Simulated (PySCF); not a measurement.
**LaSi at UHF-CCSD(T)**

Computed with UHF-CCSD(T); La x2c-SVPall, Si x2c-SVPall; spin-free X2C with a Gaussian nucleus (PySCF 2.14).

For LaSi, the state is quartet, about 0.0 electrons in the 4f shell (Mulliken) and the bond length is 2.635 Å. The harmonic wavenumber is 326 cm⁻¹ and the force constant is 1.46 mdyn/Å. The rotational constant Be is 0.1042 cm⁻¹.

Correlated steps freeze 23 core orbitals. Spin–orbit coupling is left out, which matters for elements this heavy, above all for dissociation energies. With d or f electrons several states lie close, and the lowest PBE0 determinant need not be the measured ground state.
